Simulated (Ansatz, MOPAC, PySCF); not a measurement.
CH4 (SMILES C) and SO2 (SMILES O=S=O) are pulled apart as rigid monomers along the line of their centres of mass, from the B3LYP-D3(BJ)/def2-TZVP minimum. Starting geometry (charge 0, multiplicity 1):
```
atom    x (Å)    y (Å)    z (Å)
----  -------  -------  -------
C     -0.0231   0.0042  -0.1771
H     -0.0391   0.1236  -1.2593
H      0.8642  -0.5611   0.1065
H      0.0030   0.9859   0.2938
H     -0.9209  -0.5278   0.1362
O     -1.1813   0.4158   3.3292
S      0.0215  -0.3684   3.2447
O      1.2923   0.3042   3.2835
```

Interaction energies with rigid monomers; basis-set methods are counterpoise corrected unless marked otherwise.

Rows in 6-311+G**, 6-31G* carry no dispersion term and start afresh at each structure (6-31G* with six Cartesian d functions). The state that AM1, PM7 reach isn't checked; PM7 holds dispersion and hydrogen-bond terms.

Programs: Ansatz (Gaussian basis) for Hartree–Fock, density functionals and correlated methods; MOPAC for AM1, PM7 (differences of heats of formation); PySCF for 6-311+G** rows, 6-31G* rows, the dispersion terms. Each number belongs to the level named beside it.

```json
[
 {"C1···S7 (Å)": "3.10", "AM1 (kJ/mol)": "(withheld)", "PM7 (kJ/mol)": "10.1", "BP86/6-31G* (no counterpoise) (kJ/mol)": "6.6", "B3LYP/6-311+G** (no counterpoise) (kJ/mol)": "7.6", "PBE0-D4/def2-TZVPPD (kJ/mol)": "-1.4"},
 {"C1···S7 (Å)": "3.44", "AM1 (kJ/mol)": "1.6", "PM7 (kJ/mol)": "2.2", "BP86/6-31G* (no counterpoise) (kJ/mol)": "1.5", "B3LYP/6-311+G** (no counterpoise) (kJ/mol)": "1.1", "PBE0-D4/def2-TZVPPD (kJ/mol)": "-4.8"},
 {"C1···S7 (Å)": "3.96", "AM1 (kJ/mol)": "0.6", "PM7 (kJ/mol)": "-1.5", "BP86/6-31G* (no counterpoise) (kJ/mol)": "0.3", "B3LYP/6-311+G** (no counterpoise) (kJ/mol)": "-0.4", "PBE0-D4/def2-TZVPPD (kJ/mol)": "-4.0"},
 {"C1···S7 (Å)": "4.81", "AM1 (kJ/mol)": "-0.1", "PM7 (kJ/mol)": "-1.6", "BP86/6-31G* (no counterpoise) (kJ/mol)": "0.0", "B3LYP/6-311+G** (no counterpoise) (kJ/mol)": "(withheld)", "PBE0-D4/def2-TZVPPD (kJ/mol)": "-1.5"},
 {"C1···S7 (Å)": "6.19", "AM1 (kJ/mol)": "-0.1", "PM7 (kJ/mol)": "-0.6", "BP86/6-31G* (no counterpoise) (kJ/mol)": "-0.1", "B3LYP/6-311+G** (no counterpoise) (kJ/mol)": "-0.1", "PBE0-D4/def2-TZVPPD (kJ/mol)": "-0.2"}
]
```

### Question
Some entries are withheld; supply them.

### Answer

- 4.81, B3LYP/6-311+G** (no counterpoise) (kJ/mol): -0.2
- 3.10, AM1 (kJ/mol): 1.3

Ansatz is a first-principles code.
